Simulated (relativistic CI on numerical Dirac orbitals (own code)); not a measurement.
**Inner-shell lines of Pd XII**

Computed by Dirac-Coulomb-Breit CI, orbitals from a KLI potential per configuration, model QED (radiative potential, 1s self-energy scaled to tabulated hydrogen-like ionisation energies), valence Slater integrals scaled by 0.85 (own radial code, finite nucleus).

CI space (outside the closed core [Ar]): 3d10 4s2 4p5, 3d9 4s2 4p6, 3d9 4s2 4p5 4f, 3d9 4s2 4p5 5p, 3d9 4s 4p6 4f, 3d9 4s 4p6 5p, 3d10 4s 4p6. Levels of other configurations are missing.

The table holds the strongest lines. The upper levels have an inner-shell vacancy. Auger decay, open to those above the ionisation limit, is not computed, and radiative decays to configurations outside the model are missing too. Absolute energies can be off by a few tenths of a per cent, so close lines can change order. LS names give the leading component, which can be well under half, for lower levels too. Brackets number the levels in order of energy.

```tsv
E (eV)	Upper	Lower	A (s⁻¹)	gA (s⁻¹)
311.24	3d9 4s2 4p6 2D_5/2 [4]	3d10 4s2 4p5 2P°_3/2 [1]	1.85e+11	1.11e+12
434.83	3d9 4s2 4p5 4f 2F_5/2 [37]	3d10 4s2 4p5 2P°_3/2 [1]	4.83e+11	2.90e+12
434.93	3d9 4s2 4p5 4f 2S_1/2 [89]	3d10 4s2 4p5 2P°_1/2 [2]	6.64e+11	1.33e+12
435.03	3d9 4s 4p6 4f 2P°_3/2 [198]	3d10 4s 4p6 2S_1/2 [3]	3.36e+11	1.34e+12
435.14	3d9 4s2 4p5 4f 4F_5/2 [39]	3d10 4s2 4p5 2P°_3/2 [1]	5.52e+11	3.31e+12
435.37	3d9 4s2 4p5 4f 4F_3/2 [41]	3d10 4s2 4p5 2P°_3/2 [1]	4.12e+11	1.65e+12
435.47	3d9 4s2 4p5 4f 2D_5/2 [43]	3d10 4s2 4p5 2P°_3/2 [1]	1.57e+11	9.40e+11
435.74	3d9 4s2 4p5 4f 2D_3/2 [95]	3d10 4s2 4p5 2P°_1/2 [2]	5.28e+11	2.11e+12
435.90	3d9 4s2 4p5 5p 2D_3/2 [98]	3d10 4s2 4p5 2P°_1/2 [2]	3.54e+11	1.42e+12
436.55	3d9 4s 4p6 4f 2P°_1/2 [202]	3d10 4s 4p6 2S_1/2 [3]	1.06e+12	2.11e+12
436.92	3d9 4s 4p6 4f 2D°_3/2 [204]	3d10 4s 4p6 2S_1/2 [3]	9.79e+11	3.92e+12
437.76	3d9 4s2 4p5 4f 2P_1/2 [120]	3d10 4s2 4p5 2P°_1/2 [2]	7.22e+11	1.44e+12
437.86	3d9 4s2 4p5 4f 2D_3/2 [121]	3d10 4s2 4p5 2P°_1/2 [2]	4.05e+11	1.62e+12
438.29	3d9 4s2 4p5 4f 4F_3/2 [61]	3d10 4s2 4p5 2P°_3/2 [1]	3.15e+11	1.26e+12
438.55	3d9 4s2 4p5 4f 4D_3/2 [64]	3d10 4s2 4p5 2P°_3/2 [1]	3.19e+11	1.27e+12
439.96	3d9 4s2 4p5 4f 4D_1/2 [78]	3d10 4s2 4p5 2P°_3/2 [1]	2.36e+12	4.73e+12
440.36	3d9 4s 4p6 4f 2P°_3/2 [214]	3d10 4s 4p6 2S_1/2 [3]	7.19e+11	2.88e+12
441.62	3d9 4s2 4p5 4f 2D_3/2 [145]	3d10 4s2 4p5 2P°_1/2 [2]	7.09e+11	2.83e+12
441.88	3d9 4s2 4p5 4f 2P_3/2 [99]	3d10 4s2 4p5 2P°_3/2 [1]	2.03e+12	8.14e+12
442.12	3d9 4s2 4p5 4f 2D_5/2 [103]	3d10 4s2 4p5 2P°_3/2 [1]	5.06e+12	3.04e+13
442.31	3d9 4s2 4p5 4f 2P_3/2 [108]	3d10 4s2 4p5 2P°_3/2 [1]	1.40e+12	5.59e+12
442.61	3d9 4s2 4p5 4f 2D_5/2 [110]	3d10 4s2 4p5 2P°_3/2 [1]	1.57e+12	9.41e+12
442.65	3d9 4s2 4p5 4f 2S_1/2 [111]	3d10 4s2 4p5 2P°_3/2 [1]	2.68e+12	5.36e+12
442.80	3d9 4s2 4p5 4f 2D_3/2 [157]	3d10 4s2 4p5 2P°_1/2 [2]	6.03e+12	2.41e+13
442.83	3d9 4s2 4p5 5p 2D_5/2 [113]	3d10 4s2 4p5 2P°_3/2 [1]	2.05e+11	1.23e+12
443.16	3d9 4s2 4p5 5p 2P_3/2 [117]	3d10 4s2 4p5 2P°_3/2 [1]	2.56e+11	1.02e+12
443.33	3d9 4s 4p6 4f 2P°_1/2 [225]	3d10 4s 4p6 2S_1/2 [3]	7.94e+12	1.59e+13
443.40	3d9 4s2 4p5 4f 2P_1/2 [120]	3d10 4s2 4p5 2P°_3/2 [1]	2.77e+12	5.54e+12
443.46	3d9 4s2 4p5 5p 2P_1/2 [160]	3d10 4s2 4p5 2P°_1/2 [2]	9.27e+11	1.85e+12
443.51	3d9 4s2 4p5 4f 2D_3/2 [121]	3d10 4s2 4p5 2P°_3/2 [1]	3.18e+12	1.27e+13
443.76	3d9 4s 4p6 4f 2P°_3/2 [227]	3d10 4s 4p6 2S_1/2 [3]	6.65e+12	2.66e+13
443.95	3d9 4s2 4p5 4f 4D_3/2 [123]	3d10 4s2 4p5 2P°_3/2 [1]	6.22e+11	2.49e+12
444.24	3d9 4s2 4p5 4f 2P_1/2 [168]	3d10 4s2 4p5 2P°_1/2 [2]	5.69e+12	1.14e+13
444.44	3d9 4s2 4p5 4f 2F_5/2 [125]	3d10 4s2 4p5 2P°_3/2 [1]	2.27e+11	1.36e+12
444.48	3d9 4s 4p6 5p 4P°_3/2 [230]	3d10 4s 4p6 2S_1/2 [3]	4.40e+11	1.76e+12
```
